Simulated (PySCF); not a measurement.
AlCl2H. Atoms are numbered in the order given.

```xyz
4

Al     0.0000     0.0000    -0.7247
H      0.0000     0.0000    -2.2880
Cl     0.0000     1.7867     0.3444
Cl     0.0000    -1.7867     0.3444
```

Coordinates come from a PBE0-D3(BJ)/def2-TZVP optimisation.

Method: PBE0-D3(BJ)/def2-TZVP in PySCF.

Frequencies are harmonic and unscaled.

```json
[
 {"mode": "1", "ν (cm⁻¹)": "160", "IR (km/mol)": "8.8", "moving atoms (share of kinetic energy)": "Cl 72 %, Al 27 %"},
 {"mode": "2", "ν (cm⁻¹)": "451", "IR (km/mol)": "108.8", "moving atoms (share of kinetic energy)": "H 80 %, Al 18 %"},
 {"mode": "3", "ν (cm⁻¹)": "482", "IR (km/mol)": "43.0", "moving atoms (share of kinetic energy)": "Cl 56 %, Al 42 %"},
 {"mode": "4", "ν (cm⁻¹)": "585", "IR (km/mol)": "33.9", "moving atoms (share of kinetic energy)": "Al 42 %, Cl 32 %, H 26 %"},
 {"mode": "5", "ν (cm⁻¹)": "658", "IR (km/mol)": "293.5", "moving atoms (share of kinetic energy)": "H 71 %, Al 25 %"},
 {"mode": "6", "ν (cm⁻¹)": "2014", "IR (km/mol)": "108.7", "moving atoms (share of kinetic energy)": "H 96 %"}
]
```
